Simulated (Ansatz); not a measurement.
```xyz
23

C     0.515    2.964   -0.803
C     0.154    1.678   -0.811
N     0.288    0.739    0.202
Ge    1.072    1.325    1.776
Si   -0.301   -0.880   -0.137
C    -0.035   -1.989    1.340
C     0.624   -1.572   -1.608
C    -2.128   -0.796   -0.529
H     0.342    3.572   -1.680
H     0.982    3.448    0.047
H    -0.309    1.294   -1.720
H     0.229    2.468    2.367
H     1.122    0.140    2.743
H     2.491    1.837    1.475
H    -0.572   -1.644    2.226
H    -0.414   -2.985    1.091
H     1.021   -2.094    1.601
H     0.510   -0.942   -2.494
H     1.693   -1.649   -1.393
H     0.257   -2.571   -1.863
H    -2.691   -0.412    0.326
H    -2.519   -1.788   -0.774
H    -2.332   -0.142   -1.381
```

Total charge 0; spin multiplicity 1.

Q: List the B3LYP/def2-TZVPP orbital energies in eV (Ansatz). (Best estimate.)

A: The calculation gave: Occupied: -10850.35, -1798.74, -1354.71, -1205.61, -1205.61, -1205.60, -389.29, -277.67, -276.27, -276.13, -276.13, -276.06, -169.27, -143.22, -119.54, -119.51, -119.49, -98.57, -98.53, -98.52, -33.15, -33.09, -33.07, -33.01, -33.01, -24.17, -19.94, -19.34, -18.70, -18.60, -16.24, -14.50, -13.79, -12.07, -11.96, -11.42, -11.32, -11.17, -10.94, -10.83, -10.56, -10.17, -9.89, -9.39, -9.03, -8.94, -8.40, -8.16, -5.78. Lowest empty: 0.41, 0.55, 0.56, 1.00, 1.41, 1.46, 1.78, 1.79.

B3LYP here is the variant with VWN-RPA as its local correlation; programs differ in this.
